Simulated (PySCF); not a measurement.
Species: `CN[SiH2]C[SiH3]`. The columns A, B, C and D hold Mulliken, IAO, Hirshfeld and ESP-fitted charges (e) of one PBE0/pcSseg-1 density (PySCF), in a shuffled order. Coordinates in Å (GFN2-xTB); the density's dipole moment is (-1.18, -0.27, 0.20) D.

```tsv
atom	x	y	z	A	B	C	D
C1	-1.971	0.316	0.969	-0.294	-0.055	-0.068	-0.097
N2	-1.345	0.642	-0.290	-0.678	-0.691	-0.244	-0.693
Si3	-0.285	-0.408	-1.145	+0.894	+0.616	+0.362	+0.782
C4	1.108	-0.950	0.027	-0.839	-0.499	-0.248	-0.873
Si5	2.050	0.446	0.901	+0.608	+0.421	+0.308	+0.495
H6	-2.213	1.231	1.516	+0.143	+0.071	+0.043	+0.117
H7	-2.893	-0.264	0.845	+0.120	+0.060	+0.033	+0.104
H8	-1.278	-0.270	1.569	+0.138	+0.087	+0.043	+0.109
H9	-1.935	1.243	-0.845	+0.256	+0.346	+0.115	+0.195
H10	0.206	0.419	-2.249	-0.138	-0.141	-0.085	-0.107
H11	-0.917	-1.630	-1.687	-0.170	-0.163	-0.101	-0.120
H12	1.818	-1.538	-0.554	+0.166	+0.135	+0.043	+0.171
H13	0.707	-1.632	0.778	+0.159	+0.146	+0.041	+0.168
H14	3.095	-0.146	1.748	-0.124	-0.122	-0.085	-0.090
H15	2.687	1.321	-0.086	-0.121	-0.105	-0.079	-0.083
H16	1.158	1.229	1.758	-0.120	-0.105	-0.078	-0.079
```

Which column most likely holds the ESP-fitted charges?

B. Σ q r misses the density's dipole by 0.05 D (B), 0.43 D (D), 0.69 D (C), 0.95 D (A). Charges fitted to the outside potential are the only set here that is tied to the molecule's multipoles.

And the Hirshfeld charges?

C. The mean sizes are 0.123 e (C), 0.235 e (B), 0.268 e (D), 0.310 e (A), and Hirshfeld charges are commonly the smallest of these schemes.

As computed, A = IAO, B = ESP-fitted, C = Hirshfeld, D = Mulliken. Hydrogens on carbon: IAO +0.12 to +0.17, ESP-fitted +0.06 to +0.15, Hirshfeld +0.03 to +0.04, Mulliken +0.10 to +0.17 e.

The ESP scheme is a least-squares fit of atom-centred charges to the potential on four shells outside the van der Waals surface, with the total charge fixed. The IAO scheme counts the electrons in orthogonalised intrinsic atomic orbitals, a minimal basis polarised so that it spans the occupied orbitals exactly.

The structure is a single GFN2-xTB conformer in the gas phase; no vibrational or solvent corrections.

The values belong to the conformer `[CH3:1][NH:2][SiH2:3][CH2:4][SiH3:5]`: C1–N2–Si3–C4 -54°, N2–Si3–C4–Si5 -53°.
